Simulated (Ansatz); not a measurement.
Geometry optimisation, RKS B3LYP-D4/6-31G* in Ansatz 0.2.0.

input.yaml

```yaml
crystal:
  periodic: [false, false, false]
  atoms:
    - { symbol: Mg, position_ang: [0.441675, -0.411949, -0.407187] }
    - { symbol: F, position_ang: [1.51212, -1.863989, 0.223199] }
    - { symbol: C, position_ang: [-0.705759, 1.1081, -1.234833] }
    - { symbol: H, position_ang: [1.107819, -1.852808, 2.353134] }
    - { symbol: Cl, position_ang: [0.414915, -1.175128, 3.241615] }
    - { symbol: H, position_ang: [-1.346141, 1.575579, -0.477766] }
    - { symbol: H, position_ang: [-1.354334, 0.729406, -2.03318] }
    - { symbol: H, position_ang: [-0.070396, 1.890888, -1.664983] }
basis:
  gaussian: { orbitals: "6-31G*" }
hamiltonian:
  xc: b3lyp
  dispersion: d4
relax:
  f_tol: 0.03
  max_steps: 50
output:
  orbitals: {}
```

Run as:

```bash
$ ansatz run input.yaml --threads 2 --pin off --max-ram 3072MiB --backend cpu --events-out ev --progress --plain --runs-dir out
```

Problem. Where does it end, and by what steps?

Solution. The forces met the threshold. After 16 steps the energy has fallen by 0.750 eV; H4 moved furthest, 1.05 Å. Parted: H4–Cl5 (1.31 → 2.02 Å). Joined: Mg1–Cl5 (3.73 → 2.33 Å), F2–H4 (2.17 → 0.99 Å).

```tsv
step	energy less start (eV)	largest force component (eV/Å)	accepted
0	0.0000	1.612	yes
1	-0.2300	0.809	yes
2	-0.3203	0.202	yes
3	-0.3390	0.144	yes
4	-0.3683	0.151	yes
5	-0.3992	0.165	yes
6	-0.4346	0.270	yes
7	-0.4637	0.285	yes
8	-0.5180	1.499	yes
9	-0.6196	0.353	yes
10	-0.6731	1.456	yes
11	-0.7064	0.616	yes
12	-0.7255	0.307	yes
13	-0.7409	0.150	yes
14	-0.7425	0.126	yes
15	-0.7493	0.054	yes
16	-0.7501	0.010	yes
```

```xyz
8
Properties=species:S:1:pos:R:3
Mg 0.065 -0.203 0.526
F 1.427 -1.729 0.347
C -0.654 0.998 -1.007
H 1.322 -1.844 1.322
Cl 0.219 -0.916 2.734
H -1.390 1.726 -0.644
H -1.143 0.404 -1.789
H 0.153 1.564 -1.488
```

Whether the end is a true minimum wasn't checked by a vibrational analysis.

The run took 26 s on 2 threads of Intel(R) Xeon(R) Platinum 8375C CPU @ 2.90GHz (Ice Lake), on a shared host, peak memory 0.19 GiB.
